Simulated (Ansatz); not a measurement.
Consider the substitution at a C–C bond: `F/C=C(\F)CF` + `CNBO` → `CNBOCF` + `F/C=C/F`.

Computed with Ansatz on PBE0-D4/def2-TZVP structures; ΔE is electronic, products minus reactants. CBS: MP2 limit from def2 TZ/QZ plus the TZ coupled-cluster correction, frozen cores. Double bonds are as drawn, so ΔE can hold a change between cis and trans. Functionals use def2-TZVPP. B3LYP here is the variant with VWN-RPA as its local correlation; programs differ in this. One conformer a species, not always the lowest.

| level | ΔE (kJ/mol) | difference from CCSD(T)/CBS |
| --- | --- | --- |
| PBE-D4 | 30.1 | -1.5 |
| r2SCAN-D4 | 30.9 | -0.7 |
| ωB97X-V | 28.2 | -3.4 |
| B2PLYP | 29.1 | -2.5 |
| PBE | 31.0 | -0.6 |
| r2SCAN | 31.3 | -0.3 |
| PBE0 | 33.4 | 1.8 |
| B3LYP | 28.5 | -3.1 |
| HF/def2-TZVPP | 26.6 | -5.0 |
| MP2/def2-TZVPP | 32.9 | 1.3 |
| SCS-MP2/def2-TZVPP | 30.2 | -1.4 |
| CCSD/def2-TZVPP | 29.5 | -2.1 |
| CCSD(T)/def2-TZVPP | 28.4 | -3.2 |
| HF/def2-QZVPP | 27.2 | -4.4 |
| HF/CBS(def2) | 27.2 | -4.4 |
| MP2/CBS(def2) | 36.0 | 4.4 |
| CCSD(T)/CBS | 31.6 | 0 |

Largest T1 diagnostic among the species: 0.012.
